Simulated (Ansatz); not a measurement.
Wavefunction ladder for `F[SiH]1[SiH2]CS1`

Z-matrix (Å, degrees):
```
Si
Si 1 2.320
F 1 1.604 2 116.5
S 1 2.135 2 80.4 3 -112.5
H 1 1.482 2 126.1 3 136.1
C 2 1.902 1 83.7 3 97.4
H 2 1.487 1 112.0 3 -153.2
H 2 1.489 1 123.5 3 -19.8
H 6 1.091 2 114.5 1 134.1
H 6 1.090 2 113.9 1 -99.7
```

The species carries charge 0 and has multiplicity 1. All single points use the PBE0-D4/def2-TZVP geometry. Frozen core, restricted reference, Ansatz. CBS rows extrapolate triple and quadruple zeta; past MP2 they add the triple-zeta difference.

```tsv
basis	HF (Eh)	MP2 corr.
def2-TZVPP	-1115.78752	-0.82931
def2-QZVPP	-1115.82320	-0.89929
```

(1) Estimate the CCSD correlation energy and the (T) correction in each basis where they were run (hartree).

Answers

(1) 
```
     basis  CCSD corr.       (T)
def2-TZVPP    -0.87925  -0.03625
 CBS(def2)    -1.00107     as TZ
```
